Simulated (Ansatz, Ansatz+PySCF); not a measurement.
```json
{"atom": "S", "x (Å)": "0.0000", "y (Å)": "0.0000", "z (Å)": "1.2844"}
{"atom": "C", "x (Å)": "0.0000", "y (Å)": "1.3339", "z (Å)": "-0.0033"}
{"atom": "C", "x (Å)": "0.0000", "y (Å)": "-1.3339", "z (Å)": "-0.0033"}
{"atom": "C", "x (Å)": "0.0000", "y (Å)": "0.7690", "z (Å)": "-1.3711"}
{"atom": "C", "x (Å)": "0.0000", "y (Å)": "-0.7690", "z (Å)": "-1.3711"}
{"atom": "H", "x (Å)": "0.0000", "y (Å)": "2.4660", "z (Å)": "0.3166"}
{"atom": "H", "x (Å)": "0.0000", "y (Å)": "-2.4660", "z (Å)": "0.3166"}
{"atom": "H", "x (Å)": "0.0000", "y (Å)": "1.4316", "z (Å)": "-2.3455"}
{"atom": "H", "x (Å)": "0.0000", "y (Å)": "-1.4316", "z (Å)": "-2.3455"}
```

Basis set: def2-SVP (spherical functions). Correlated methods keep 9 orbitals frozen. Charge 0, multiplicity 1.

Computed with Ansatz (development build ahead of 0.2.0); each method stands on the lowest determinant of its kind that the runs found. Restricted open shells among the atoms or ions are ROHF, correlated in semicanonical orbitals with singles.

The atomization energy at this shape (free ground-state atoms in the same class of orbitals less the molecule, no zero-point energy) of singlet C4H4S:

```
 method  atomization energy
UHF-MP2            37.83 eV
    UHF            28.79 eV
    RHF            28.93 eV
```

Question: What does RHF-MP2 give?

Answer: 39.17 eV. Caution: the shape is not the minimum. Caution for RHF-MP2, RHF: an unrestricted determinant lies well below. Caution for UHF-MP2: another reference gives a lower total. Caution for UHF-MP2, UHF: the determinant breaks the point group; the unrestricted determinant is a mixture of spin states.
